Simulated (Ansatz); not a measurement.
Molecular dynamics of ClF2HOTi

Input:

```yaml
crystal:
  periodic: [false, false, false]
  atoms:
    - { symbol: Ti, position_ang: [-0.096284, -0.048365, -0.032591] }
    - { symbol: O, position_ang: [-0.325438, -0.08491, 1.668187] }
    - { symbol: H, position_ang: [-0.503896, -0.125299, 2.595012] }
    - { symbol: F, position_ang: [1.590457, -0.016328, -0.393558] }
    - { symbol: F, position_ang: [-0.815218, 1.376678, -0.686946] }
    - { symbol: Cl, position_ang: [-1.01162, -1.823777, -0.981004] }
basis:
  gaussian: { orbitals: def2-SVP }
hamiltonian:
  xc: hf
md:
  timestep: 0.25
  n_steps: 150
  ensemble: nvt_langevin
  temperature: 1500.0
  initial_velocities: maxwell_boltzmann
  seed: 325987
  friction: 0.005
  temperature_schedule:
    - { n_steps: 37, end_temperature: 1500.0 }
    - { n_steps: 113, end_temperature: 10.0 }
```

Launched with:

```bash
$ ansatz run input.yaml --threads 1 --pin off --max-ram 2048MiB --backend cpu --events-out ev --progress --plain --runs-dir out
```

It starts from a relaxed structure.

Output, in part (one step line in 3, the closing report, with atoms numbered from 0):

```
md step     0: t =     0.00 fs  T =  1250.0 K (target 1500.0 K)  F+E_penalty+E_count = -43048.16882042 eV  E_kin = 0.969450 eV  (40 SCF iters)
md step     3: t =     0.75 fs  T =  1240.2 K (target 1500.0 K)  F+E_penalty+E_count = -43048.13658766 eV  E_kin = 0.961817 eV  (43 SCF iters)
md step     6: t =     1.50 fs  T =  1074.8 K (target 1500.0 K)  F+E_penalty+E_count = -43048.07086422 eV  E_kin = 0.833602 eV  (43 SCF iters)
md step     9: t =     2.25 fs  T =  1002.6 K (target 1500.0 K)  F+E_penalty+E_count = -43048.02692508 eV  E_kin = 0.777607 eV  (44 SCF iters)
md step    12: t =     3.00 fs  T =  1070.8 K (target 1500.0 K)  F+E_penalty+E_count = -43048.01330260 eV  E_kin = 0.830493 eV  (43 SCF iters)
md step    15: t =     3.75 fs  T =  1066.5 K (target 1500.0 K)  F+E_penalty+E_count = -43048.00280089 eV  E_kin = 0.827121 eV  (42 SCF iters)
md step    18: t =     4.50 fs  T =   935.9 K (target 1500.0 K)  F+E_penalty+E_count = -43047.94336027 eV  E_kin = 0.725817 eV  (67 SCF iters)
md step    21: t =     5.25 fs  T =   788.8 K (target 1500.0 K)  F+E_penalty+E_count = -43047.83897424 eV  E_kin = 0.611746 eV  (43 SCF iters)
md step    24: t =     6.00 fs  T =   677.6 K (target 1500.0 K)  F+E_penalty+E_count = -43047.75617263 eV  E_kin = 0.525482 eV  (43 SCF iters)
md step    27: t =     6.75 fs  T =   578.8 K (target 1500.0 K)  F+E_penalty+E_count = -43047.74550172 eV  E_kin = 0.448870 eV  (43 SCF iters)
md step    30: t =     7.50 fs  T =   575.5 K (target 1500.0 K)  F+E_penalty+E_count = -43047.73736757 eV  E_kin = 0.446364 eV  (43 SCF iters)
md step    33: t =     8.25 fs  T =   485.2 K (target 1500.0 K)  F+E_penalty+E_count = -43047.68415760 eV  E_kin = 0.376308 eV  (44 SCF iters)
md step    36: t =     9.00 fs  T =   345.6 K (target 1500.0 K)  F+E_penalty+E_count = -43047.60964286 eV  E_kin = 0.267997 eV  (45 SCF iters)
md step    39: t =     9.75 fs  T =   284.7 K (target 1480.2 K)  F+E_penalty+E_count = -43047.55513970 eV  E_kin = 0.220786 eV  (44 SCF iters)
md step    42: t =    10.50 fs  T =   312.9 K (target 1440.7 K)  F+E_penalty+E_count = -43047.55944160 eV  E_kin = 0.242642 eV  (44 SCF iters)
md step    45: t =    11.25 fs  T =   389.9 K (target 1401.1 K)  F+E_penalty+E_count = -43047.60810080 eV  E_kin = 0.302368 eV  (45 SCF iters)
md step    48: t =    12.00 fs  T =   488.7 K (target 1361.5 K)  F+E_penalty+E_count = -43047.64750634 eV  E_kin = 0.379007 eV  (45 SCF iters)
md step    51: t =    12.75 fs  T =   489.9 K (target 1322.0 K)  F+E_penalty+E_count = -43047.63473436 eV  E_kin = 0.379959 eV  (43 SCF iters)
md step    54: t =    13.50 fs  T =   456.1 K (target 1282.4 K)  F+E_penalty+E_count = -43047.60435078 eV  E_kin = 0.353730 eV  (43 SCF iters)
md step    57: t =    14.25 fs  T =   585.0 K (target 1242.9 K)  F+E_penalty+E_count = -43047.65039859 eV  E_kin = 0.453734 eV  (43 SCF iters)
md step    60: t =    15.00 fs  T =   769.3 K (target 1203.3 K)  F+E_penalty+E_count = -43047.75705428 eV  E_kin = 0.596612 eV  (44 SCF iters)
md step    63: t =    15.75 fs  T =   875.5 K (target 1163.8 K)  F+E_penalty+E_count = -43047.81839612 eV  E_kin = 0.678990 eV  (44 SCF iters)
md step    66: t =    16.50 fs  T =   888.3 K (target 1124.2 K)  F+E_penalty+E_count = -43047.81155045 eV  E_kin = 0.688959 eV  (44 SCF iters)
md step    69: t =    17.25 fs  T =   841.8 K (target 1084.6 K)  F+E_penalty+E_count = -43047.79661432 eV  E_kin = 0.652842 eV  (43 SCF iters)
md step    72: t =    18.00 fs  T =   841.5 K (target 1045.1 K)  F+E_penalty+E_count = -43047.82222541 eV  E_kin = 0.652646 eV  (44 SCF iters)
md step    75: t =    18.75 fs  T =   946.9 K (target 1005.5 K)  F+E_penalty+E_count = -43047.89518955 eV  E_kin = 0.734357 eV  (44 SCF iters)
md step    78: t =    19.50 fs  T =  1067.8 K (target 966.0 K)  F+E_penalty+E_count = -43047.98312631 eV  E_kin = 0.828107 eV  (44 SCF iters)
md step    81: t =    20.25 fs  T =  1162.9 K (target 926.4 K)  F+E_penalty+E_count = -43048.01961727 eV  E_kin = 0.901904 eV  (43 SCF iters)
md step    84: t =    21.00 fs  T =  1098.9 K (target 886.9 K)  F+E_penalty+E_count = -43047.97289062 eV  E_kin = 0.852266 eV  (43 SCF iters)
md step    87: t =    21.75 fs  T =  1035.7 K (target 847.3 K)  F+E_penalty+E_count = -43047.91259576 eV  E_kin = 0.803213 eV  (43 SCF iters)
md step    90: t =    22.50 fs  T =  1044.2 K (target 807.7 K)  F+E_penalty+E_count = -43047.90750409 eV  E_kin = 0.809830 eV  (43 SCF iters)
md step    93: t =    23.25 fs  T =  1043.4 K (target 768.2 K)  F+E_penalty+E_count = -43047.91663838 eV  E_kin = 0.809209 eV  (43 SCF iters)
md step    96: t =    24.00 fs  T =   938.5 K (target 728.6 K)  F+E_penalty+E_count = -43047.87197488 eV  E_kin = 0.727855 eV  (43 SCF iters)
md step    99: t =    24.75 fs  T =   782.1 K (target 689.1 K)  F+E_penalty+E_count = -43047.77470218 eV  E_kin = 0.606556 eV  (43 SCF iters)
md step   102: t =    25.50 fs  T =   681.7 K (target 649.5 K)  F+E_penalty+E_count = -43047.67224301 eV  E_kin = 0.528673 eV  (43 SCF iters)
md step   105: t =    26.25 fs  T =   599.8 K (target 610.0 K)  F+E_penalty+E_count = -43047.60444694 eV  E_kin = 0.465193 eV  (43 SCF iters)
md step   108: t =    27.00 fs  T =   536.0 K (target 570.4 K)  F+E_penalty+E_count = -43047.58304294 eV  E_kin = 0.415702 eV  (43 SCF iters)
md step   111: t =    27.75 fs  T =   544.9 K (target 530.8 K)  F+E_penalty+E_count = -43047.56860589 eV  E_kin = 0.422609 eV  (43 SCF iters)
md step   114: t =    28.50 fs  T =   480.5 K (target 491.3 K)  F+E_penalty+E_count = -43047.52702937 eV  E_kin = 0.372622 eV  (43 SCF iters)
md step   117: t =    29.25 fs  T =   430.7 K (target 451.7 K)  F+E_penalty+E_count = -43047.45884803 eV  E_kin = 0.334037 eV  (43 SCF iters)
md step   120: t =    30.00 fs  T =   403.9 K (target 412.2 K)  F+E_penalty+E_count = -43047.42556725 eV  E_kin = 0.313280 eV  (43 SCF iters)
md step   123: t =    30.75 fs  T =   476.7 K (target 372.6 K)  F+E_penalty+E_count = -43047.47656287 eV  E_kin = 0.369740 eV  (43 SCF iters)
md step   126: t =    31.50 fs  T =   602.8 K (target 333.1 K)  F+E_penalty+E_count = -43047.55890902 eV  E_kin = 0.467482 eV  (43 SCF iters)
md step   129: t =    32.25 fs  T =   665.8 K (target 293.5 K)  F+E_penalty+E_count = -43047.59731284 eV  E_kin = 0.516367 eV  (43 SCF iters)
md step   132: t =    33.00 fs  T =   653.7 K (target 253.9 K)  F+E_penalty+E_count = -43047.59444475 eV  E_kin = 0.507000 eV  (43 SCF iters)
md step   135: t =    33.75 fs  T =   649.6 K (target 214.4 K)  F+E_penalty+E_count = -43047.60174489 eV  E_kin = 0.503829 eV  (42 SCF iters)
md step   138: t =    34.50 fs  T =   702.9 K (target 174.8 K)  F+E_penalty+E_count = -43047.64962918 eV  E_kin = 0.545166 eV  (43 SCF iters)
md step   141: t =    35.25 fs  T =   815.3 K (target 135.3 K)  F+E_penalty+E_count = -43047.73360459 eV  E_kin = 0.632298 eV  (43 SCF iters)
md step   144: t =    36.00 fs  T =   915.2 K (target 95.7 K)  F+E_penalty+E_count = -43047.81252124 eV  E_kin = 0.709778 eV  (43 SCF iters)
md step   147: t =    36.75 fs  T =   940.6 K (target 56.2 K)  F+E_penalty+E_count = -43047.83087547 eV  E_kin = 0.729458 eV  (43 SCF iters)
md step   150: t =    37.50 fs  T =   877.4 K (target 16.6 K)  F+E_penalty+E_count = -43047.79142393 eV  E_kin = 0.680470 eV  (67 SCF iters)
Total energy: -43047.79142393 eV, -1581.9771559884 hartree
Atom 0 at    -0.135663    -0.129564    -0.005869 Å, force    -2.571308     0.855297     0.919073 eV/Å
Atom 1 at    -0.543895    -0.213295     1.706926 Å, force     0.983922    -2.356037    -2.511186 eV/Å
Atom 2 at    -0.612183     0.452893     2.310887 Å, force    -0.341071     2.222484     2.353402 eV/Å
Atom 3 at     1.424565     0.185117    -0.530895 Å, force     2.215421     0.121235    -0.213892 eV/Å
Atom 4 at    -0.936685     1.336650    -0.439130 Å, force    -0.019099    -0.067455    -0.150116 eV/Å
Atom 5 at    -1.011224    -1.760434    -1.117896 Å, force    -0.267865    -0.775525    -0.397282 eV/Å
Dipole moment:     0.130363     0.082676     0.470683 e Å
```

The run went to its last step. The schedule's set-point averaged 504 K over the second half and the system 771 K, so it lags behind the ramp. A run of 0.037 ps of so small a system gives no equilibrium averages.

The same pairs are bonded in the first frame and the last. Pairs count as bonded within 1.25 times the sum of covalent radii (0.12 Å more for H–H).

Last frame:

```xyz
6
Properties=species:S:1:pos:R:3
Ti -0.136 -0.130 -0.006
O -0.544 -0.213 1.707
H -0.612 0.453 2.311
F 1.425 0.185 -0.531
F -0.937 1.337 -0.439
Cl -1.011 -1.760 -1.118
```

The run took 6.4 min on 1 thread of Arm Neoverse V1 (shared host), peak memory 0.2 GiB.
